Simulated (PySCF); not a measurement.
Ga(H)2(OSiH3) (GaH5OSi), SMILES [SiH3][O][GaH2].

Geometry optimised at PBE0-D3(BJ)/def2-SVP.

Calculation: HF/def2-TZVPD in PySCF.

Isolated molecule, no solvent.

- total energy = -2290.06207 hartree
- point group = Cs
- highest occupied level = -11.70 eV
- lowest empty level = 1.06 eV
- orbital gap = 12.76 eV
- dipole moment = 1.54 D
- quadrupole, principal values (traceless, Buckingham form, about the centre of nuclear charge) = -4.32, -0.83, 5.15 D·Å
- mean static polarisability = 54.4 bohr³ (8.06 Å³)
- polarisability, principal values = 47.7, 54.4, 61.0 bohr³
